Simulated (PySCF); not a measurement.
PySCF input (CCSD(T)/cc-pVDZ):

```python
from pyscf import gto, scf, mp, cc as ccmod

mol = gto.M(
    atom='''
    Si    0.34014473    0.35992564    0.86450061
    F     1.00502106    1.37272807   -0.30640806
    Cl   -0.81218917   -1.02314775   -0.54972565
    ''',
    basis='cc-pvdz',
    charge=-1,
    spin=1,
    verbose=4,
)

mf = scf.UHF(mol)
mf.conv_tol = 1e-10
mf.max_cycle = 100
mf.kernel()
mo, _, stable, _ = mf.stability(return_status=True)
if not stable:
    mf.kernel(mf.make_rdm1(mo, mf.mo_occ))
mp2 = mp.MP2(mf, frozen=11).run()
cc = ccmod.CCSD(mf, frozen=11)
cc.max_cycle = 100
cc.kernel()
et = cc.ccsd_t()
print(f'E(CCSD(T)) = {cc.e_tot + et:.9f}')
```

Output:

```
PySCF version 2.14.0

[INPUT] verbose = 4
[INPUT] num. atoms = 3
[INPUT] num. electrons = 41
[INPUT] charge = -1
[INPUT] spin (= nelec alpha-beta = 2S) = 1
[INPUT] symmetry False subgroup None
[INPUT] Mole.unit = angstrom
[INPUT] Symbol           X                Y                Z      unit          X                Y                Z       unit  Magmom
[INPUT]  1 Si     0.340144730000   0.359925640000   0.864500610000 AA    0.642780382414   0.680160884809   1.633669387419 Bohr   0.0
[INPUT]  2 F      1.005021060000   1.372728070000  -0.306408060000 AA    1.899214552820   2.594080095803  -0.579027315759 Bohr   0.0
[INPUT]  3 Cl    -0.812189170000  -1.023147750000  -0.549725650000 AA   -1.534815092638  -1.933469032465  -1.038830922149 Bohr   0.0

nuclear repulsion = 121.424721463908
number of shells = 15
number of NR pGTOs = 108
number of NR cGTOs = 50
basis = cc-pvdz
ecp = {}

******** <class 'pyscf.scf.uhf.UHF'> ********
method = UHF
initial guess = minao
damping factor = 0
level_shift factor = 0
DIIS = <class 'pyscf.scf.diis.CDIIS'>
diis_start_cycle = 1
diis_space = 8
diis_damp = 0
SCF conv_tol = 1e-10
SCF conv_tol_grad = None
SCF max_cycles = 100
direct_scf = True
direct_scf_tol = 1e-13
number electrons alpha = 21  beta = 20
Set gradient conv threshold to 1e-05
init E= -847.67980350295
  alpha nocc = 21  HOMO = -0.0297372875728339  LUMO = 0.0703898815249326
  beta  nocc = 20  HOMO = -0.303671068090423  LUMO = -0.0297372875728339

WARN: HOMO -0.0297372875728339 >= LUMO -0.0297372875728339

cycle= 1 E= -847.897490940535  delta_E= -0.218  |g|= 0.378  |ddm|= 1.13
  alpha nocc = 21  HOMO = -0.0376773222278697  LUMO = 0.327660832725316
  beta  nocc = 20  HOMO = -0.136090663343345  LUMO = 0.276882028161896
  HOMO = -0.0376773222279  LUMO = 0.276882028162  gap/eV = 8.55960
cycle= 2 E= -847.944234542403  delta_E= -0.0467  |g|= 0.238  |ddm|= 0.43
  alpha nocc = 21  HOMO = -0.0381826474858551  LUMO = 0.334760470379306
  beta  nocc = 20  HOMO = -0.140334475732346  LUMO = 0.288318352983145
  HOMO = -0.0381826474859  LUMO = 0.288318352983  gap/eV = 8.88454
cycle= 3 E= -847.963433676169  delta_E= -0.0192  |g|= 0.0278  |ddm|= 0.137
  alpha nocc = 21  HOMO = -0.0429797475158136  LUMO = 0.336618707993068
  beta  nocc = 20  HOMO = -0.14205426607513  LUMO = 0.293546721572577
  HOMO = -0.0429797475158  LUMO = 0.293546721573  gap/eV = 9.15735
cycle= 4 E= -847.964599179778  delta_E= -0.00117  |g|= 0.0125  |ddm|= 0.057
  alpha nocc = 21  HOMO = -0.0463914757938957  LUMO = 0.336670748968837
  beta  nocc = 20  HOMO = -0.142765100652755  LUMO = 0.295020927663882
  HOMO = -0.0463914757939  LUMO = 0.295020927664  gap/eV = 9.29030
cycle= 5 E= -847.964910483259  delta_E= -0.000311  |g|= 0.00541  |ddm|= 0.0306
  alpha nocc = 21  HOMO = -0.047557232076743  LUMO = 0.336792044338291
  beta  nocc = 20  HOMO = -0.143239798061889  LUMO = 0.29642631282556
  HOMO = -0.0475572320767  LUMO = 0.296426312826  gap/eV = 9.36027
cycle= 6 E= -847.965009362567  delta_E= -9.89e-05  |g|= 0.00214  |ddm|= 0.0211
  alpha nocc = 21  HOMO = -0.0480348087249292  LUMO = 0.336845008385342
  beta  nocc = 20  HOMO = -0.143855249310469  LUMO = 0.296767506536021
  HOMO = -0.0480348087249  LUMO = 0.296767506536  gap/eV = 9.38255
cycle= 7 E= -847.965027251569  delta_E= -1.79e-05  |g|= 0.000733  |ddm|= 0.0108
  alpha nocc = 21  HOMO = -0.0480510799341571  LUMO = 0.336874800133469
  beta  nocc = 20  HOMO = -0.143994843683834  LUMO = 0.296839222853665
  HOMO = -0.0480510799342  LUMO = 0.296839222854  gap/eV = 9.38494
cycle= 8 E= -847.965029073186  delta_E= -1.82e-06  |g|= 0.000311  |ddm|= 0.00341
  alpha nocc = 21  HOMO = -0.0481035235854659  LUMO = 0.336845054776747
  beta  nocc = 20  HOMO = -0.144062470702634  LUMO = 0.29680797667419
  HOMO = -0.0481035235855  LUMO = 0.296807976674  gap/eV = 9.38552
cycle= 9 E= -847.965029380026  delta_E= -3.07e-07  |g|= 0.000172  |ddm|= 0.00112
  alpha nocc = 21  HOMO = -0.0480987013309315  LUMO = 0.336849902091897
  beta  nocc = 20  HOMO = -0.144054528489302  LUMO = 0.296822517348626
  HOMO = -0.0480987013309  LUMO = 0.296822517349  gap/eV = 9.38578
cycle= 10 E= -847.965029519243  delta_E= -1.39e-07  |g|= 8.82e-05  |ddm|= 0.000817
  alpha nocc = 21  HOMO = -0.0481033578273262  LUMO = 0.336841730164727
  beta  nocc = 20  HOMO = -0.144056727544634  LUMO = 0.296820486010346
  HOMO = -0.0481033578273  LUMO = 0.29682048601  gap/eV = 9.38586
cycle= 11 E= -847.965029564346  delta_E= -4.51e-08  |g|= 4.52e-05  |ddm|= 0.000503
  alpha nocc = 21  HOMO = -0.0480998141698405  LUMO = 0.336842336069316
  beta  nocc = 20  HOMO = -0.144056500601745  LUMO = 0.296821057799706
  HOMO = -0.0480998141698  LUMO = 0.2968210578  gap/eV = 9.38577
cycle= 12 E= -847.965029576479  delta_E= -1.21e-08  |g|= 1.81e-05  |ddm|= 0.0003
  alpha nocc = 21  HOMO = -0.0481010382491087  LUMO = 0.336841515029996
  beta  nocc = 20  HOMO = -0.144060798822943  LUMO = 0.296819949325431
  HOMO = -0.0481010382491  LUMO = 0.296819949325  gap/eV = 9.38578
cycle= 13 E= -847.965029577997  delta_E= -1.52e-09  |g|= 6.04e-06  |ddm|= 0.000111
  alpha nocc = 21  HOMO = -0.0481011457082312  LUMO = 0.33684216447906
  beta  nocc = 20  HOMO = -0.14406168494217  LUMO = 0.296820437419169
  HOMO = -0.0481011457082  LUMO = 0.296820437419  gap/eV = 9.38579
cycle= 14 E= -847.965029578108  delta_E= -1.11e-10  |g|= 1.66e-06  |ddm|= 2.79e-05
  alpha nocc = 21  HOMO = -0.0481012991878265  LUMO = 0.336842128969828
  beta  nocc = 20  HOMO = -0.144061968715341  LUMO = 0.2968204721429
  HOMO = -0.0481012991878  LUMO = 0.296820472143  gap/eV = 9.38580
cycle= 15 E= -847.965029578114  delta_E= -5.23e-12  |g|= 6.11e-07  |ddm|= 5.09e-06
  alpha nocc = 21  HOMO = -0.0481012530883218  LUMO = 0.336842117588532
  beta  nocc = 20  HOMO = -0.144061973940675  LUMO = 0.296820441816359
  HOMO = -0.0481012530883  LUMO = 0.296820441816  gap/eV = 9.38580
Extra cycle  E= -847.965029578115  delta_E= -1.48e-12  |g|= 3.55e-07  |ddm|= 1.09e-06
converged SCF energy = -847.965029578115  <S^2> = 0.77749883  2S+1 = 2.0273123
uhf_internal: lowest eigs of H = [0.19338189 0.21474711 0.24506999]
<class 'pyscf.scf.uhf.UHF'> wavefunction is stable in the internal stability analysis

******** <class 'pyscf.mp.ump2.UMP2'> ********
nocc = (np.int64(10), np.int64(9)), nmo = (39, 39)
frozen orbitals 11
E(UMP2) = -848.357751654727  E_corr = -0.392722076612164
E(SCS-UMP2) = -848.344801513921  E_corr = -0.379771935806279
E_corr(same-spin) = -0.10557064168652
E_corr(oppo-spin) = -0.287151434925644

******** <class 'pyscf.cc.uccsd.UCCSD'> ********
CC2 = 0
CCSD nocc = (np.int64(10), np.int64(9)), nmo = (39, 39)
frozen orbitals 11
max_cycle = 100
direct = 0
conv_tol = 1e-07
conv_tol_normt = 1e-06
diis_space = 6
diis_start_cycle = 0
diis_start_energy_diff = 1e+09
Init t2, MP2 energy = -0.392722074634022
Init E_corr(UCCSD) = -0.392722074634161
cycle = 1  E_corr(UCCSD) = -0.405725864874643  dE = -0.0130037902  norm(t1,t2) = 0.0820573
cycle = 2  E_corr(UCCSD) = -0.414934380912429  dE = -0.00920851604  norm(t1,t2) = 0.0286977
cycle = 3  E_corr(UCCSD) = -0.416044419030142  dE = -0.00111003812  norm(t1,t2) = 0.0169833
cycle = 4  E_corr(UCCSD) = -0.418207355993588  dE = -0.00216293696  norm(t1,t2) = 0.00842728
cycle = 5  E_corr(UCCSD) = -0.418081947159028  dE = 0.000125408835  norm(t1,t2) = 0.00275828
cycle = 6  E_corr(UCCSD) = -0.418009954276174  dE = 7.19928829e-05  norm(t1,t2) = 0.00108722
cycle = 7  E_corr(UCCSD) = -0.418039578010281  dE = -2.96237341e-05  norm(t1,t2) = 0.000392352
cycle = 8  E_corr(UCCSD) = -0.41804294348547  dE = -3.36547519e-06  norm(t1,t2) = 0.000123039
cycle = 9  E_corr(UCCSD) = -0.418042986131279  dE = -4.26458093e-08  norm(t1,t2) = 5.62483e-05
cycle = 10  E_corr(UCCSD) = -0.41804219479799  dE = 7.91333289e-07  norm(t1,t2) = 2.76547e-05
cycle = 11  E_corr(UCCSD) = -0.418042249089124  dE = -5.42911345e-08  norm(t1,t2) = 1.04822e-05
cycle = 12  E_corr(UCCSD) = -0.418042255325447  dE = -6.23632213e-09  norm(t1,t2) = 4.86724e-06
cycle = 13  E_corr(UCCSD) = -0.418042192198675  dE = 6.31267711e-08  norm(t1,t2) = 2.25047e-06
cycle = 14  E_corr(UCCSD) = -0.418042177486558  dE = 1.47121171e-08  norm(t1,t2) = 1.09194e-06
cycle = 15  E_corr(UCCSD) = -0.418042157330331  dE = 2.01562273e-08  norm(t1,t2) = 5.14725e-07
UCCSD converged
E(UCCSD) = -848.3830717354455  E_corr = -0.418042157330331
UCCSD(T) correction = -0.00784518734013197
E(CCSD(T)) = -848.390916923
```
